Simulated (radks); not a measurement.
Values are calculated unless marked as measured or tabulated.
The palladium ion Pd+ inside a hard spherical wall (all orbitals vanish at R), configuration held at [Kr] 4d9 and not refilled when levels cross. Level of theory: scalar-relativistic Kohn-Sham, PBE, spin-polarised, spherical densities, finite nucleus; open shells are filled with parallel spins first (spin-orbit coupling, left out, can overturn this in heavy ions); Fermi nuclear charge, rms radius 4.5318 fm (a radial shooting solver on a logarithmic mesh with Libxc functionals). Eigenvalues in eV for spin up, with the zero of energy where the potential of the charges vanishes at infinity; a dash marks a level that is unbound or too diffuse for the functional's potential to be trusted. A positive occupied level is held by the wall or, in an anion where self-interaction has pushed it up, behind a barrier. The pressure on the wall is -dE/dV.

R (bohr)	E (hartree)	kinetic (hartree)	e(3d)	e(4s)	e(4p)	e(4d)	e(5s, empty)	e(5p, empty)	pressure (GPa)
free	-5045.46550	5233.221	-336.97	-96.995	-62.797	-14.931	-11.181	-6.332	0
20	-5045.46550	5233.221	-336.97	-96.995	-62.797	-14.931	-11.181	-6.332	< 0.0001
15	-5045.46550	5233.221	-336.97	-96.995	-62.797	-14.931	-11.181	-6.332	< 0.0001
8	-5045.46545	5233.222	-336.96	-96.989	-62.792	-14.927	-11.163	-6.189	0.00382
7	-5045.46514	5233.225	-336.94	-96.967	-62.771	-14.907	-11.101	-5.940	0.0324
4	-5045.37241	5233.812	-334.40	-94.714	-60.607	-12.852	-6.330	2.130	25.5
3.5	-5045.22416	5234.590	-331.81	-92.541	-58.538	-10.756	-1.495	8.822	89.5
3	-5044.80961	5236.583	-326.53	-88.345	-54.533	-6.417	8.938	22.282	353
2.5	-5043.51332	5242.454	-315.01	-79.858	-46.216	3.285	33.549	51.899	1690
2	-5038.67633	5262.850	-286.97	-60.178	-25.694	28.159	99.267	125.45	10700
